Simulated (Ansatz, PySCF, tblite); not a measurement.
Potential energy curve for B2, triplet.

UKS-PBE = Ansatz (a program for electronic structure) with unrestricted PBE/cc-pVTZ; GFN2-xTB, 300 K electronic temperature (tblite); UKS-B3LYP/6-31G* = unrestricted B3LYP/6-31G*, spherical d in PySCF 2.14.0; UKS-PBE0 = unrestricted PBE0/cc-pVTZ (Ansatz).

Energies are in kJ/mol, each relative to the lowest point of its own curve near equilibrium.

| R / Å | UKS-PBE | GFN2-xTB | UKS-B3LYP/6-31G* | UKS-PBE0 |
|---|---|---|---|---|
| 1.21 | 306.9 | 187.3 | 307.2 | 290.7 |
| 1.31 | 136.7 | 32.7 | 133.9 | 123.7 |
| 1.38 | 66.9 | 0.0 | 63.7 | 56.7 |
| 1.44 | 30.1 | 1.5 | 27.4 | 22.7 |
| 1.52 | 5.3 | 27.6 | 4.0 | 2.0 |
| 1.58 | 0.0 | 54.7 | 0.0 | 0.0 |
| 1.61 | 0.5 | 69.2 | 1.3 | 2.3 |
| 1.64 | 2.8 | 84.4 | 4.3 | 6.3 |
| 1.70 | 11.4 | 116.2 | 14.4 | 18.5 |
| 1.77 | 26.3 | 155.3 | 30.1 | 37.7 |

At the longest distance, 1.77 Å, GFN2-xTB lies highest above its minimum (155.3 kJ/mol) and UKS-PBE lowest (26.3 kJ/mol).

The scan ran from 1.21 to 6.53 Å; beyond the distances shown full CI changes its symmetry label. The unrestricted determinant behind UKS-PBE is spin-contaminated at 1.21 to 1.77 Å (<S²> up to 2.8, against 2.00 for a pure triplet). The unrestricted determinant behind UKS-B3LYP/6-31G*, UKS-PBE0 is spin-contaminated at 1.21 to 1.77 Å (<S²> up to 2.9, against 2.00 for a pure triplet).
